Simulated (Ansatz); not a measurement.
## How basis sets differ on CuF (fluorocopper)

CuF: 2 atoms, total charge 0, spin state singlet. As SMILES, `[F][Cu]`. The coordinates come from a PBE0-D4/def2-TZVP relaxation.

```xyz
2

F     0.7510   -0.2689    0.3771
Cu   -0.7510    0.2689   -0.3771
```

Each level gives the dipole moment (D). The values are calculated.

**The experiment to reproduce.** NIST CCCBDB gives the dipole moment of the gas as 5.77 D.

| level | kind | program | value (D) | computed − measured | CPU time |
| --- | --- | --- | --- | --- | --- |
| B97M-V/x2c-SV(P)all (sfX2C) | meta-GGA | Ansatz | 4.71 | -1.06 | 3.4 s |
| B97M-V/x2c-SVPall (sfX2C) | meta-GGA | Ansatz | 4.69 | -1.08 | 3.7 s |
| B97M-V/x2c-TZVPall (sfX2C) | meta-GGA | Ansatz | 4.69 | -1.08 | 4.9 s |
| B97M-V/x2c-TZVPPall (sfX2C) | meta-GGA | Ansatz | 4.67 | -1.10 | 5.5 s |
| B97M-V/x2c-QZVPall (sfX2C) | meta-GGA | Ansatz | 4.61 | -1.16 | 9.1 s |

Nearest: B97M-V/x2c-SV(P)all (sfX2C) (-1.06 D); farthest: B97M-V/x2c-QZVPall (sfX2C) (-1.16 D). The measured dipole is a vibrational average, so differences of a few hundredths of a debye mean little. Magnitudes only. Times are those of the runs behind each value, whatever else they computed, on shared processors of several kinds: orders of magnitude only.
